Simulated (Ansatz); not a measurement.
Reaction (isomerisation): `C=C([SiH3])SS` → `C1[SiH2]SCS1`

Computed with Ansatz on PBE0-D4/def2-TZVP structures; ΔE is electronic, products minus reactants. CBS: MP2 limit from def2 TZ/QZ plus the TZ coupled-cluster correction, frozen cores. DFT in def2-TZVPP. B3LYP here is the variant with VWN-RPA as its local correlation; programs differ in this. One conformer a species, not always the lowest.

`C=C([SiH3])SS`:

```xyz
11

C     0.391   -0.647   -1.721
C    -0.093   -0.043   -0.633
Si   -0.027   -0.867    1.050
S    -0.883    1.520   -0.841
S    -0.908    2.328    1.029
H     0.814   -1.643   -1.659
H     0.372   -0.183   -2.703
H    -1.364   -0.879    1.694
H     0.953   -0.209    1.948
H     0.424   -2.262    0.796
H     0.320    2.885    1.040
```

`C1[SiH2]SCS1`:

```xyz
11

C     0.857   -0.211   -0.894
Si    0.738    1.135    0.418
S    -1.020    0.551    1.481
C    -1.433   -0.855    0.384
S    -0.836   -0.671   -1.297
H     1.314    0.174   -1.809
H     1.436   -1.073   -0.554
H     0.586    2.476   -0.202
H     1.925    1.162    1.314
H    -1.048   -1.771    0.832
H    -2.521   -0.918    0.327
```

```
         level  ΔE (kcal/mol)  difference from CCSD(T)/CBS
        PBE-D4          -33.9                          1.4
       PBE0-D4          -37.5                         -2.2
      B3LYP-D4          -31.0                          4.3
       ωB97X-V          -37.1                         -1.8
        r2SCAN          -34.9                          0.4
 HF/def2-TZVPP          -32.0                          3.3
MP2/def2-TZVPP          -37.8                         -2.5
 HF/def2-QZVPP          -32.0                          3.3
 MP2/CBS(def2)          -38.6                         -3.3
CCSD/CBS(def2)          -35.6                         -0.3
   CCSD(T)/CBS          -35.3                            0
```

Largest T1 diagnostic among the species: 0.013.

In def2-TZVPP, CCSD(T) changes the Hartree–Fock value by −2.6 kcal/mol (the triples alone add +0.2 kcal/mol) and MP2 by −5.8 kcal/mol. From PBE to PBE0 (25 % exact exchange), in def2-TZVPP and without D4, ΔE moves by −3.7 kcal/mol.
